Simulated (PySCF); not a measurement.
Match the calculated data to a structure.

All candidates are C7H5N.

| technique | computed result |
| --- | --- |
| UV, strongest line | among the 8 lowest singlet transitions: S7 at 6.55 eV (189 nm, f = 2.333) [TDDFT B3LYP/def2-SVPD] |
| Triplet | lowest triplet excitation (Tamm–Dancoff): 3.18 eV [TDA B3LYP/def2-SVPD] |
| UV, first state | lowest singlet excitation: 3.90 eV (318 nm, f = 0.000) [TDDFT B3LYP/def2-SVPD] |
| Dipole | 6.68 D [B3LYP/def2-SVPD] |
| Polarisability | 107.8 au [B3LYP/def2-SVPD] |
| Rotational structure | rotational constants A, B, C: 19.281, 0.567, 0.554 GHz [GFN2-xTB] |

The electronic properties come from PySCF, for the isolated species, density fitting. Levels stand in brackets. Isolated species at its GFN2-xTB geometry, gas phase.

Problem. Which candidate is it?
A. `C#Cc1ccccn1`
B. `C#C/C=C(/C#N)C=C`
C. `CCC#CC#CC#N`
D. `C#Cc1cccnc1`

Solution. C. It is `CCC#CC#CC#N`. Numbering: `[CH3:1][CH2:2][C:3]#[C:4][C:5]#[C:6][C:7]#[N:8]`. Its formula, C7H5N, gives 6 degrees of unsaturation: 0 rings and 6 π bonds in the structure found. The optimised geometry has point group Cs and is an asymmetric top.

The others, at the same levels:
- `C#Cc1ccccn1` fails: its computed lowest singlet excitation is 4.51 eV (275 nm, f = 0.001) (against 3.90 eV), lowest triplet excitation (Tamm–Dancoff) is 3.60 eV (against 3.18 eV) and strongest line among the 8 lowest singlet transitions is S5 at 5.33 eV (233 nm, f = 0.184) (against S7 at 6.55 eV).
- `C#Cc1cccnc1` fails: its computed lowest singlet excitation is 4.47 eV (278 nm, f = 0.001) (against 3.90 eV), lowest triplet excitation (Tamm–Dancoff) is 3.60 eV (against 3.18 eV) and strongest line among the 8 lowest singlet transitions is S4 at 5.27 eV (235 nm, f = 0.203) (against S7 at 6.55 eV).
- `C#C/C=C(/C#N)C=C` fails: its computed lowest singlet excitation is 4.39 eV (282 nm, f = 0.530) (against 3.90 eV), lowest triplet excitation (Tamm–Dancoff) is 2.43 eV (against 3.18 eV) and static isotropic polarisability is 97.5 au (against 107.8 au).

Each candidate is one conformer, not necessarily the lowest. Dipoles, sizes and rotational constants follow the conformer. The torsions of the flexible species, by atom-mapped SMILES:
- `[CH:1]#[C:2]/[CH:3]=[C:4](/[C:5]#[N:6])[CH:7]=[CH2:8]`: C3–C4–C7–C8 180°
